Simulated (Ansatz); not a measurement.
Input and output for CH6AlNSi, SMILES `[SiH3][N]1[CH2][AlH]1`.

```yaml
crystal:
  periodic: [false, false, false]
  atoms:
    - {symbol: Si, position_ang: [-1.064219, 1.047912, -0.438145]}
    - {symbol: N, position_ang: [0.304460, 0.066288, -0.157963]}
    - {symbol: C, position_ang: [0.301821, -1.145039, 0.778901]}
    - {symbol: Al, position_ang: [1.888020, -0.661136, -0.150978]}
    - {symbol: H, position_ang: [-2.199335, 0.261460, -1.005691]}
    - {symbol: H, position_ang: [-1.561421, 1.672548, 0.823486]}
    - {symbol: H, position_ang: [-0.698869, 2.125614, -1.397159]}
    - {symbol: H, position_ang: [0.126202, -0.897383, 1.827477]}
    - {symbol: H, position_ang: [-0.354055, -1.956211, 0.457143]}
    - {symbol: H, position_ang: [3.340596, -0.565250, -0.734172]}
basis:
  gaussian: {orbitals: def2-mTZVPP, fitting: {mean_field: def2-universal-jkfit}}
hamiltonian: {xc: {name: B2GP-PLYP}}
output: {forces: true}
```

```sh
$ ansatz run in.yaml --threads 2 --pin off --events-out ev --progress --plain --max-ram 4352MiB
```

Output, abridged:

```
Functional definition: B2GP-PLYP
516 factors; integrals over basis functions are off by at most 4.0e-1 eV
mean field evaluation 1: about -17074.8132 eV, gradient 5.5e1 eV
mean field evaluation 2: about -17074.8138 eV, gradient 5.5e1 eV
mean field evaluation 4: about -17081.3978 eV, gradient 6.3e0 eV
mean field evaluation 8: about -17081.4963 eV, gradient 1.2e-1 eV
mean field evaluation 16: about -17081.4964 eV, gradient 3.9e-6 eV
mean field -17081.49643190 eV, -627.7334156181 hartree, gradient 3.9e-6 eV, S^2 0.000000; 0 other end points of the search recorded, 0 dependent functions left out
12 core orbitals not correlated: weight in the atoms' cores, before any rotation towards them, 1.000 or more for the frozen orbitals, at most 0.000 for the correlated occupied ones
reference -17081.49656858 eV, -627.7334206412 hartree; 11, 11 occupied and 99, 99 virtual orbitals, 516 factors
second order -15.89259852 eV of doubles, -0.00000000 eV of singles
Total energy: -17087.21790405 eV, -627.9436758416 hartree
Atom 0 at    -1.064219     1.047912    -0.438145 Å, force    -0.347327     0.278628    -0.093788 eV/Å
Atom 1 at     0.304460     0.066288    -0.157963 Å, force    -0.057564     0.141607    -0.089123 eV/Å
Atom 2 at     0.301821    -1.145039     0.778901 Å, force    -0.188825    -0.412774     0.384719 eV/Å
Atom 3 at     1.888020    -0.661136    -0.150978 Å, force     0.505528     0.019918    -0.192387 eV/Å
Atom 4 at    -2.199335     0.261460    -1.005691 Å, force     0.175115     0.125451     0.089269 eV/Å
Atom 5 at    -1.561421     1.672548     0.823486 Å, force     0.074781    -0.096339    -0.198900 eV/Å
Atom 6 at    -0.698869     2.125614    -1.397159 Å, force    -0.062092    -0.157985     0.143673 eV/Å
Atom 7 at     0.126202    -0.897383     1.827477 Å, force     0.001593    -0.001428    -0.140161 eV/Å
Atom 8 at    -0.354055    -1.956211     0.457143 Å, force     0.059084     0.124912     0.023556 eV/Å
Atom 9 at     3.340596    -0.565250    -0.734172 Å, force    -0.160293    -0.021989     0.073142 eV/Å
Dipole moment:     0.419898    -0.190057    -0.000344 e Å
```

Run time 7 s (2 threads of an Arm Neoverse V1 on a shared host); peak host memory 0.45 GiB.
